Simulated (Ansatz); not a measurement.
**Worked example: the barrier**

An elementary step of Si3H8O, singlet (Si₂H₄ ([SiH][SiH3]) + SiH₄O ([OH][SiH3]) → Si₃H₈O ([SiH3][O][SiH2][SiH3]); bonds formed: Si1–H3; dative contacts that become bonds: Si1–O4; bonds broken: H3–O4). “Start” is the structure reached by relaxing down from the saddle towards the reactants; PBE0-D4/def2-TZVP structures. The saddle:

```
12
angstrom
Si -1.4313 -0.8179 -0.0042
Si 0.6561 -1.8456 0.3571
H -1.7106 0.4541 -1.0167
O -1.1129 1.0555 -0.1353
Si 0.2979 1.9160 -0.3878
H -2.1168 -0.8996 1.3264
H 1.6111 -1.4737 -0.7243
H 1.2937 -1.5361 1.6677
H 0.4254 -3.3162 0.2870
H 1.2395 1.5604 0.7020
H 0.8760 1.5420 -1.7028
H -0.0282 3.3610 -0.3690
```

Ansatz 0.2.0; basis: def2-TZVPP and def2-QZVPP; cores frozen in the correlated methods.

Energies in eV:

| quantity | saddle | start |
| --- | --- | --- |
| Hartree–Fock, triple zeta (X = 3) | -25750.32812 | -25751.71312 |
| Hartree–Fock, quadruple zeta (X = 4) | -25751.17919 | -25752.55234 |
| MP2 correlation, X = 3 | -17.53652 | -16.97459 |
| MP2 correlation, X = 4 | -18.82806 | -18.26543 |
| CCSD(T) correlation, X = 3 | -19.89857 | -19.43604 |

Q: Work out the barrier at the basis limit: extrapolate Hartree–Fock as E(X) = E∞ + A exp(−7.88 √X) and the MP2 correlation as E(X) = E∞ + B X^−2.97 (the exponents that Neese and Valeev fitted for def2-TZVPP and QZVPP), then add CCSD(T) − MP2 in triple zeta.

A: Each step is linear, so take the differences first (saddle − start): Hartree–Fock 1.38500 (X = 3) and 1.37315 (X = 4); MP2 correlation -0.56193 and -0.56263; CCSD(T) correlation -0.46253.
Two points give E∞ = E(4) + w [E(4) − E(3)], with w = 1/(exp(7.88 (2 − √3)) − 1) = 0.1377 for Hartree–Fock and w = 1/((4/3)^2.97 − 1) = 0.7407 for the correlation.
Hartree–Fock: 1.37315 + 0.1377 × (-0.01185) = 1.3715 eV.
MP2 correlation: -0.56263 + 0.7407 × (-0.00070) = -0.5631 eV.
CCSD(T) − MP2: -0.46253 − (-0.56193) = 0.0994 eV.
Sum: 1.3715 + (-0.5631) + 0.0994 = 0.9078 eV, or 20.93 kcal/mol. Plain CCSD(T) in triple zeta gives 0.9225 eV, so the larger basis shifts the result by -0.0147 eV.

The T1 diagnostic stays at or below 0.015. The restricted Hartree–Fock reference is unstable towards an unrestricted one at one or more of these structures.

Losses and insertions of silylenes and their heavier kin drive the gas-phase chemistry of silicon and germanium vapour deposition.

Labels in which every atom is bracketed show which atoms are joined, not bond orders.

For scale, one of the runs: CCSD(T)/def2-TZVPP, 269 basis functions, launched by `ansatz run in.yaml --threads 4 --pin off --events-out ev --progress --plain --max-ram 9574MiB`. Hardware: 4 CPU threads of an Arm Neoverse V2, shared host. Wall time 2.2 min; peak host memory 6.2 GiB.
